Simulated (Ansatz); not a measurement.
System: N-dimethylboranylmethanamine, C₃H₁₀BN, charge 0, multiplicity 1. 
Geometry from a B3LYP-D3(BJ)/def2-TZVP (Ansatz, an electronic-structure program) optimisation:
SMILES: CNB(C)C
```xyz
15

C      1.6089    -1.1548     0.5939
N      0.9805    -0.0611    -0.1237
B     -0.3732     0.2964    -0.1719
C     -0.7904     1.5639    -1.0203
C     -1.4710    -0.5258     0.6212
H      2.3315    -0.7888     1.3293
H      2.1331    -1.8334    -0.0854
H      0.8543    -1.7287     1.1266
H      1.6365     0.5092    -0.6359
H     -1.3487     2.2761    -0.4037
H      0.0481     2.1013    -1.4718
H     -1.4723     1.2752    -1.8273
H     -1.3024    -1.6054     0.6248
H     -2.4740    -0.3484     0.2282
H     -1.4885    -0.2108     1.6713
```

Quantity: atomisation energy (electronic, to ground-state atoms), in kcal/mol. Cores are frozen in the correlated levels unless marked. UHF or UKS for open shells. Spin-orbit coupling is left out. No relativistic terms. The coupled-cluster limit lacks core correlation, which all-electron functionals hold. Basis-set limits of correlation are two-point, X^-3; Hartree-Fock from the larger set.

```json
[
 {"level": "PBE/def2-TZVPD", "program": "Ansatz", "atomisation energy (kcal/mol)": "1416.0"},
 {"level": "PBE-D4/def2-TZVPD", "program": "Ansatz + dftd4", "atomisation energy (kcal/mol)": "1422.0"},
 {"level": "B3LYP-D4/def2-TZVPD", "program": "Ansatz + dftd4", "atomisation energy (kcal/mol)": "1402.8"},
 {"level": "HSE06/def2-TZVPD", "program": "Ansatz", "atomisation energy (kcal/mol)": "1401.5"}
]
```

Predict the CCSD(T)/CBS(cc-pVTZ,cc-pVQZ) result (Ansatz).

1394.2 kcal/mol
